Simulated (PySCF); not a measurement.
Deuteron quadrupole couplings in `CO[C@@]12C=C[C@H]3[C@@H]1[C@]32C`

Compound: C8H10O.
Structure used (GFN2-xTB), in Å, numbered top down from 1:
```
atom  x, y, z in Å
C1     2.6570   -0.3475   -0.0078
O2     1.4423   -0.5678    0.6777
C3     0.3855    0.1725    0.1854
C4     0.2681    1.6485    0.3870
C5    -0.8859    1.9915   -0.1792
C6    -1.4579    0.7321   -0.7238
C7    -0.3231   -0.1936   -1.1240
C8    -1.0088   -0.4364    0.1409
C9    -1.6711   -1.5846    0.8079
H10    3.3992   -0.9791    0.4763
H11    2.9691    0.6998    0.0585
H12    2.5712   -0.6236   -1.0644
H13    0.9898    2.2441    0.9091
H14   -1.3528    2.9539   -0.2498
H15   -2.4041    0.7050   -1.2414
H16   -0.0863   -0.7743   -1.9907
H17   -0.9270   -2.3446    1.0394
H18   -2.4285   -2.0179    0.1551
H19   -2.1466   -1.2689    1.7362
```

Level: PBE0/pcSseg-1 (PySCF, non-relativistic); Q(2H) = 0.00286 b; rigid geometry, the same for H and D, with no vibrational averaging.

Question: Rank these positions by the coupling χzz of a deuteron there, largest first.
A. H17 (methyl hydrogen)
B. H14 (vinylic hydrogen)
C. H16 (methine hydrogen)
D. H11 (methyl hydrogen)
E. H15 (methine hydrogen)

Answer: C (240 kHz), B (235 kHz), E (224 kHz), A (209 kHz), D (197 kHz).

Q: What are Vzz, η and χzz (234.96 MHz × Q × Vzz) at all hydrogens?

A: 
```tsv
atom	bonded to	bond length (Å)	Vzz (au)	η	χzz (kHz)
H10	C1	1.088	0.3065	0.07	206
H11	C1	1.095	0.2928	0.08	197
H12	C1	1.095	0.2921	0.08	196
H13	C4	1.072	0.3511	0.05	236
H14	C5	1.072	0.3495	0.05	235
H15	C6	1.079	0.3330	0.08	224
H16	C7	1.070	0.3574	0.07	240
H17	C9	1.089	0.3109	0.02	209
H18	C9	1.090	0.3109	0.02	209
H19	C9	1.090	0.3099	0.02	208
```

Q: How does χzz go with the bond length over the 10 C–H bonds?

A: A straight-line fit has a slope of -16.5 kHz for each 0.01 Å, with a correlation coefficient of -1.00, over lengths from 1.070 to 1.095 Å. The longer bonds have the smaller couplings here.

Q: Give the 2H NMR doublet splittings at H12 for a magnetic field along the z, y and x axes of the gradient: 3χ/2, 3χ(1 + η)/4, 3χ(1 − η)/4.

A: With |χ| = 196.3 kHz and η = 0.082: 294, 159 and 135 kHz, to first order and without motion.

Geometry: GFN2-xTB, one conformer, isolated molecule. GFN2-xTB bond lengths can be off by several hundredths of an ångström, more for odd bonds, and the gradients follow them. With a basis this small, the couplings can be 20 % off.
